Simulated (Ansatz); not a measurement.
Sn(F)(OH)3 (FH3O3Sn), SMILES [OH][Sn]([OH])([OH])[F].

The structure is a stationary point at PBE0-D3(BJ)/def2-SVP. The structure was generated by enumeration; whether it is a known compound was not checked. The def2 effective core potentials stand for the cores of Sn; spin–orbit coupling is left out. One conformer was computed; it need not be the lowest.

Two levels are set side by side: PBE/def2-SVPD (Ansatz, a program for electronic structure) and CAM-B3LYP/def2-SVPD (Ansatz). Energy differences of separate SCF runs at the same geometry; the states with an electron removed or added have multiplicity 2 and 2. Differences are taken from unrounded values.

```json
[
 {"quantity": "vertical ionisation energy (eV)", "PBE": "11.07"},
 {"quantity": "vertical electron affinity (eV)", "PBE": "0.86"},
 {"quantity": "vertical singlet–triplet gap (eV)", "PBE": "4.52"}
]
```

Q: These are the PBE values. What does CAM-B3LYP give? (The exact figures need the calculation; the answer reports its results.)

A: 
```tsv
quantity	CAM-B3LYP	PBE minus CAM-B3LYP
vertical ionisation energy (eV)	12.31	-1.24
vertical electron affinity (eV)	0.75	0.11
vertical singlet–triplet gap (eV)	5.70	-1.17
```
